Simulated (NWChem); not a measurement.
System: LaCl₃; SMILES [Cl][La]([Cl])[Cl]

```xyz
4

La     0.0000     0.0000    -0.0243
Cl    -0.3585    -2.5202     0.5354
Cl    -2.0033     1.5706     0.5354
Cl     2.3618     0.9497     0.5354
```
Atoms are numbered in this order, from 1.

Level: PBE-D3(BJ)/def2-SVP with def2 effective core potentials on La (NWChem), optimised geometry, unscaled harmonic frequencies. def2 effective core potentials on La; no spin-orbit coupling.

Task: List the harmonic frequencies with IR intensities, and the thermochemistry.

Result: 
| frequency (cm⁻¹) | IR intensity (km/mol) |
|---|---|
| 36 | 25.4 |
| 71 | 3.9 |
| 71 | 3.9 |
| 317 | 4.8 |
| 339 | 97.2 |
| 339 | 97.2 |

- zero-point energy: 1.7 kcal/mol
- thermal correction to the enthalpy at 298.15 K (with zero-point energy): 6.3 kcal/mol
- heat capacity Cv: 16.7 cal/(mol K)
- entropy at 298.15 K and 1 atm (symmetry number 3): 87.4 cal/(mol K)

Rigid rotor and harmonic oscillator; modes under 100 cm⁻¹ make the entropy uncertain.
